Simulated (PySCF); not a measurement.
Species: C6H11NO2Si.
Atom-mapped SMILES: `[CH3:1][O:2][Si@H:3]([OH:4])[CH2:5][n:6]1[cH:7][cH:8][cH:9][cH:10]1`

NICS is the negative of the GIAO shielding at a point without a nucleus: at the ring centre (0) and 1 Å above and below it (1); zz is the component along the ring normal. Level: GIAO PBE0/pcSseg-1 (PySCF, non-relativistic, gas phase) on the GFN2-xTB geometry, one conformer.

Ring bond lengths (Å), with Mayer bond orders in brackets: N6–C7 1.356 (1.15), C7–C8 1.371 (1.50), C8–C9 1.406 (1.37), C9–C10 1.370 (1.50), C10–N6 1.356 (1.15).

Problem. Give the NICS values of each ring in ppm.

Solution. 
```tsv
ring	type	NICS(0)	NICS(1), two faces	NICS(1)zz, two faces	rms pucker (Å)	centre to ring atoms, mean (Å)
N6–C7–C8–C9–C10	5-membered ring with N; formal bonds all aromatic	-13.7	-11.0 / -10.8	-30.6 / -30.3	0.00	1.17
```

Problem. What can be read from them?

Solution. 
- N6–C7–C8–C9–C10: mean NICS(1)zz -30.5 ppm, shielded. A hydrogen on C1, outside the ring, lies 1.96 Å from a NICS(1) probe.

Problem. How equal are the bonds by HOMA? HOMA takes Krygowski's 1993 parameters.

Solution. 
- N6–C7–C8–C9–C10: HOMA 0.93; the largest term is that of C8–C9, α(R − Ropt)² = 0.09.

Problem. At the second NICS(1) probe listed for ring N6–C7–C8–C9–C10, 1 Å off the ring, what do the in-plane components average?

Solution. The isotropic value is a third of the trace: (3 × -10.8 − (-30.3))/2 = -1.1 ppm.

Problem. List the ring angles and the Hirshfeld charges of the ring atoms.

Solution. 
- N6–C7–C8–C9–C10: N6 108.7° (-0.002 e), C7 108.7° (-0.035 e), C8 106.9° (-0.101 e), C9 106.9° (-0.103 e), C10 108.7° (-0.041 e); sum 540.0° against 540° for a flat convex ring.

Problem. What are the shieldings of the ring atoms and their hydrogens in the same run (means over atoms taken as equivalent)?

Solution. 
```tsv
atoms	environment	σ isotropic (ppm)	principal values of the symmetric part, first atom (ppm)
N6	pyrrole-type nitrogen	93.8	-13.1, 108.7, 185.7
C7 (×2)	aromatic CH next to a ring nitrogen	63.3	-9.5, 70.3, 128.2
C8 (×2)	aromatic CH carbon	71.9	-8.1, 60.9, 163.7
H on C7 (×2)	aromatic hydrogen	25.14	22.4, 25.4, 27.6
H on C8 (×2)	aromatic hydrogen	25.29	22.9, 25.6, 27.5
```

Shape of the structure used: `[CH3:1][O:2][Si@H:3]([OH:4])[CH2:5][n:6]1[cH:7][cH:8][cH:9][cH:10]1`: C1–O2–Si3–O4 -177°, O2–Si3–C5–N6 -56°, Si3–C5–N6–C7 94°, H–O4–Si3–O2 38°.
